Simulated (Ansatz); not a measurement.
`[F][Al-]([F])([F])[PH3+]`, charge 0, multiplicity 1.

Give a relaxed structure at PBE0-D4/def2-TZVP (Ansatz 0.2.0). (Best estimate.)

Ansatz gave: 
Z-matrix (Å, degrees):
```
Al
F 1 1.652
F 1 1.652 2 117.5
F 1 1.652 2 117.5 3 149.1
P 1 2.492 2 99.2 3 -105.4
H 5 1.407 1 117.8 2 59.9
H 5 1.407 1 117.8 2 -60.1
H 5 1.407 1 117.8 2 179.9
```
Point group C3v.
